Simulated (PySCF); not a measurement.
# Basis and Hamiltonian dependence of the electron affinity of Pd

Pd⁻ [Kr] 4d10 5s1 (2S) → Pd [Kr] 4d10 (1S). All values are computed (PySCF 2.14, energy differences of UHF-based or UKS calculations, no spin-orbit coupling). Values in eV.

```csv
basis,Hamiltonian,functions,UHF,PBE,PBE0,MP2 (valence),CCSD(T) (valence),CCSD(T) (valence and next inner shell)
aug-cc-pVDZ-PP with ECP28MDF,ECP,54,-0.273,0.920,0.605,0.215,0.385,n/a
def2-TZVPPD with the def2 core potential (28 electrons),ECP,56,-0.761,0.515,0.254,-0.075,-0.039,0.025
ANO-RCC-VTZP,spin-free X2C,68,-0.335,0.763,0.502,0.181,0.295,0.357
aug-cc-pwCVDZ-PP with ECP28MDF,ECP,70,-0.272,n/a,n/a,0.227,0.391,0.480
def2-QZVPPD with the def2 core potential (28 electrons),ECP,88,-0.609,0.708,0.420,0.224,0.298,n/a
aug-cc-pVTZ-PP with ECP28MDF,ECP,88,-0.240,n/a,n/a,0.239,0.446,n/a
"x2c-TZVPPall with one added diffuse shell each of s, p, d, f type",spin-free X2C,95,-0.303,0.872,0.565,0.267,0.444,0.509
aug-cc-pVTZ-DK,spin-free X2C,102,-0.236,n/a,n/a,0.231,0.450,n/a
aug-cc-pwCVTZ-PP with ECP28MDF,ECP,122,-0.238,n/a,n/a,0.232,0.446,n/a
"x2c-QZVPPall with one added diffuse shell each of s, p, d, f, g type",spin-free X2C,143,-0.227,n/a,n/a,n/a,n/a,n/a
```

Problem. Estimate the row for aug-cc-pwCVTZ-DK (spin-free X2C, 136 functions).

Solution. From the rows with the same Hamiltonian and similar size; the calculation gives UHF -0.23 (eV).

Frozen in the all-electron rows: valence: [Kr]; valence and next inner shell: [Ar] 3d10; with a core potential, the same shells as far as they lie outside it.

At UHF, def2-TZVPPD with the def2 core potential (28 electrons), def2-QZVPPD with the def2 core potential (28 electrons) lie more than 0.3 eV from the median of the rows with comparable relativity.

In most of these bases the highest occupied level of the anion is positive at UHF, PBE, PBE0, so the basis helps to hold the electron.

Reference for a calculation without spin-orbit coupling: 0.562 eV (measured; photodetachment measurements, as compiled on the Wikipedia data page of electron affinities).
